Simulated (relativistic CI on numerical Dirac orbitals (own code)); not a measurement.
**Radial parameters of Rh XXX**

Method of calculation: Dirac-Coulomb-Breit CI, KLI orbitals optimised for each configuration, model QED, unscaled Slater integrals (own radial code, finite nucleus).

Slater integrals F^k, G^k are unscaled and averaged over j, outside the closed core [Ne]; ζ comes from projecting the Hamiltonian with its Breit term on Σ l·s of the shell.

- 3s²3p⁴: F^2(3p,3p) = 292890, ζ(3p) = 179180 cm⁻¹; <r>(3p) = 0.3388, <r^2>(3p) = 0.1323 (bohr units).
- 3s3p⁵: G^1(3s,3p) = 370410, ζ(3p) = 179080 cm⁻¹; <r>(3s) = 0.3486, <r^2>(3s) = 0.1383, <r>(3p) = 0.3391, <r^2>(3p) = 0.1326 (bohr units).
- 3s²3p³3d: F^2(3p,3p) = 292550, ζ(3p) = 178910, F^2(3p,3d) = 293740, G^1(3p,3d) = 312830, G^3(3p,3d) = 209460, ζ(3d) = 22548 cm⁻¹; <r>(3p) = 0.3392, <r^2>(3p) = 0.1327, <r>(3d) = 0.3018, <r^2>(3d) = 0.1054 (bohr units).

Averages of the first 10 configurations, taken without configuration mixing, which lowers the lowest level and can move excited configurations by several eV; other configurations of the list can lie among them:

```csv
Configuration,Parity,States,Average energy above the lowest level (eV)
3s²3p⁴,even,15,31.0
3s3p⁵,odd,12,150.3
3s²3p³3d,odd,200,173.6
3p⁶,even,1,282.3
3s3p⁴3d,even,300,287.5
3p⁵3d,odd,60,414.1
3s3p³3d²,odd,1800,429.4
3s²3p²3d4p,odd,900,977.7
3p⁵4s,odd,12,1033.5
3s3p³3d4s,odd,800,1041.9
```
